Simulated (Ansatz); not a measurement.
`OC([SiH3])BF` → `OCBF` + `[SiH2]`  (silylene formation by 1,1-elimination)

Computed with Ansatz on PBE0-D4/def2-TZVP structures; ΔE is electronic, products minus reactants. CCSD(T)/CBS is the MP2 limit (def2-TZVPP, def2-QZVPP) plus CCSD(T) − MP2 in def2-TZVPP, frozen cores. This one scheme is used for every species. Functionals use def2-TZVPP. B3LYP here is the variant with VWN-RPA as its local correlation; programs differ in this. One conformer a species, not always the lowest.

(1) Is it downhill or uphill in electronic energy at CCSD(T)/CBS, and by how much? (An estimate is asked.)

(2) What do these levels give: r2SCAN-D4, PBE0-D4, B3LYP-D4, B2PLYP, r2SCAN, B3LYP, MP2/def2-TZVPP, SCS-MP2/def2-TZVPP, CCSD(T)/def2-TZVPP, SCS-MP2/def2-QZVPP, MP2/CBS(def2), CCSD/CBS(def2)? (An estimate is asked.)

Largest T1 diagnostic among the species: 0.014.

Results:

(1) Ansatz gave: Uphill: ΔE = +225.7 kJ/mol.

(2) Ansatz gave: r2SCAN-D4 248.6, PBE0-D4 238.8, B3LYP-D4 222.2, B2PLYP 220.3, r2SCAN 246.4, B3LYP 208.2, MP2/def2-TZVPP 239.9, SCS-MP2/def2-TZVPP 226.7, CCSD(T)/def2-TZVPP 220.2, SCS-MP2/def2-QZVPP 230.2, MP2/CBS(def2) 245.4, CCSD/CBS(def2) 219.4 kJ/mol.

In def2-TZVPP, CCSD(T) changes the Hartree–Fock value by +22.0 kJ/mol (the triples alone add +6.3 kJ/mol) and MP2 by +41.7 kJ/mol. From PBE to PBE0 (25 % exact exchange), in def2-TZVPP and without D4, ΔE moves by +5.7 kJ/mol.
